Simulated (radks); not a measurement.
Q: The table gives one normalised radial function P(r) = r R(r) of Be2+ in [He] (r in bohr). All-electron calculation, non-relativistic Kohn-Sham, r2SCAN, spin-polarised, spherical densities, point nucleus; meta-GGA in the generalised Kohn-Sham scheme. Program: a radial shooting solver on a logarithmic mesh with Libxc functionals.

r,P
0.01259,0.1765
0.01363,0.1904
0.01465,0.2038
0.01587,0.2197
0.0172,0.2367
0.01848,0.2531
0.02002,0.2725
0.02169,0.2932
0.0233,0.3131
0.02525,0.3366
0.02735,0.3616
0.02963,0.3881
0.03184,0.4134
0.03449,0.4432
0.03736,0.4746
0.04015,0.5044
0.04349,0.5392
0.04712,0.5758
0.05063,0.6102
0.05485,0.6501
0.05942,0.6916
0.06386,0.7303
0.06917,0.7746
0.07494,0.8202
0.08053,0.8622
0.08724,0.9097
0.0945,0.9577
0.1016,1.0010
0.11,1.0491
0.1192,1.0964
0.1281,1.1381
0.1387,1.1827
0.1503,1.2250
0.1628,1.2643
0.175,1.2965
0.1895,1.3279
0.2053,1.3541
0.2207,1.3726
0.239,1.3867
0.259,1.3932
0.2783,1.3922
0.3015,1.3828
0.3266,1.3642
0.3509,1.3395
0.3802,1.3029
0.4118,1.2568
0.4426,1.2074
0.4794,1.1444
0.5194,1.0736
0.5582,1.0041
0.6046,0.9217
0.655,0.8352
0.7039,0.7554
0.7625,0.6661
0.826,0.5780
0.8948,0.4930
0.9616,0.4205
1.042,0.3456
1.128,0.2780
1.213,0.2240
1.314,0.1720
1.423,0.1286
1.529,0.0965
1.657,0.0681

Which n and l does it have? It may be an empty orbital.

A: n = 1, l = 0: the number of nodes gives n - l - 1 = 0, the rise at small r (about r^(l+1)) gives l, and the extent must fit the shell. The curve is that of 1s. 1s: eigenvalue -134.52 eV, 0 radial nodes, <r> = 0.416 bohr, 90 % of the charge inside 0.747 bohr.
